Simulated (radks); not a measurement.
Dipole-allowed excitations along the series with 18 electrons in [Ar]. Calculated with a radial shooting solver on a logarithmic mesh with Libxc functionals: non-relativistic Kohn-Sham, PBE, spin-polarised, spherical densities, point nucleus. Time-dependent linear response with the Hartree and adiabatic LDA kernel, continuum included through the Sternheimer equations. Lines are the poles of the dipole polarisability below minus the highest occupied eigenvalue, found on a grid refined at the orbital gaps; the lowest seven at most are given, and weak or close lines can be missed. The first line takes the name of the lowest orbital gap if no other gap lies below it; otherwise a line is named after a gap within 0.6 % of it, if that gap stands alone.

species  -e(HOMO) (eV)  lowest orbital gap (eV)  first line (eV)      f  strongest line (eV)  its f  static alpha (bohr^3)
Ca2+            43.057             3p-3d 27.011   28.671 (3p-4s)  0.482  33.380 (unassigned)   3.03                  3.337
Sc3+            64.573             3p-3d 32.097   39.802 (3p-4s)   1.10  41.829 (unassigned)   3.41                  2.162
Ti4+            89.341             3p-3d 36.837   48.520 (3p-3d)   4.32            the first   4.32                  1.497
V5+             117.30             3p-3d 41.382   54.765 (3p-3d)   3.84            the first   3.84                  1.086
